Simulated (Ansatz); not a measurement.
In2As3. Total charge 0; quartet. Geometry r2SCAN-D4/def2-SVP.

Cartesian coordinates in Å:
```
In 2.186 0.624 0.713
In -2.131 0.426 -0.914
As -0.648 0.522 1.570
As -0.008 -1.410 0.295
As 0.602 -0.162 -1.664
```

In the def2 sets In takes a core potential; there is no spin–orbit coupling. At HF/def2-TZVP the charge 0 quartet is spin-contaminated (final ⟨S²⟩ up to 3.95, 3.75 for a pure state). At PBE0-D4/def2-TZVP a doublet of charge 0 lies 1.52 eV below the quartet, each at its own geometry. The structure comes from a short search, and lower isomers may exist.

Task: Estimate the α-spin orbital energies around the gap (eV) in Ansatz with HF/def2-TZVP, PBE-D4/def2-TZVP, r2SCAN-D4/def2-TZVP, PBE0-D4/def2-TZVP, r2SCAN0-D4/def2-TZVP.

Result: 
| orbital | HF/def2-TZVP | PBE-D4/def2-TZVP | r2SCAN-D4/def2-TZVP | PBE0-D4/def2-TZVP | r2SCAN0-D4/def2-TZVP |
| --- | --- | --- | --- | --- | --- |
| HOMO−5 | -9.87 | -6.83 | -7.15 | -7.80 | -8.03 |
| HOMO−4 | -9.46 | -6.07 | -6.38 | -7.09 | -7.30 |
| HOMO−3 | -8.74 | -5.62 | -5.96 | -6.57 | -6.82 |
| HOMO−2 | -8.67 | -5.54 | -5.80 | -6.36 | -6.56 |
| HOMO−1 | -8.21 | -5.01 | -5.43 | -6.07 | -6.37 |
| HOMO | -6.94 | -4.13 | -4.40 | -4.95 | -5.15 |
| LUMO | 0.70 | -2.20 | -2.12 | -1.62 | -1.56 |
| LUMO+1 | 0.93 | -1.90 | -1.71 | -1.32 | -1.21 |
| LUMO+2 | 1.13 | -1.70 | -1.62 | -1.12 | -1.06 |
| LUMO+3 | 1.77 | -1.41 | -1.23 | -0.71 | -0.61 |
| LUMO+4 | 1.97 | -0.96 | -0.80 | -0.17 | -0.08 |
| LUMO+5 | 2.12 | -0.65 | -0.36 | -0.03 | 0.16 |
| β HOMO | -7.10 | -5.28 | -5.50 | -5.95 | -6.12 |
| β LUMO | -0.73 | -4.66 | -4.52 | -3.93 | -3.82 |
